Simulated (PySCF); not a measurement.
# From a computed spectrum to the compound

A species of 3 atoms with charge 1 has these harmonic modes (PBE0, small Gaussian bases with core potentials, PySCF 2.14.0):

```
cm⁻¹  km/mol  symmetry
  79     0.8        e'
  79     0.8        e'
 143     0.0       a1'
```

Q: Which species is it, and in which structure?

A: [La3]+ (triplet):
```xyz
3

La    1.8898    0.0000    0.0000
La   -0.9449    1.6367    0.0000
La   -0.9449   -1.6366    0.0000
```
Ideal gas at 298.15 K and 1 bar: S = 356.6 J/(mol K), Cp = 57.7 J/(mol K), H − H(0 K) = 15.7 kJ/mol (rigid rotor, harmonic modes, spin degeneracy alone). Open shells may have lower solutions than the one found.
 Other answers can fit too; this one was computed.
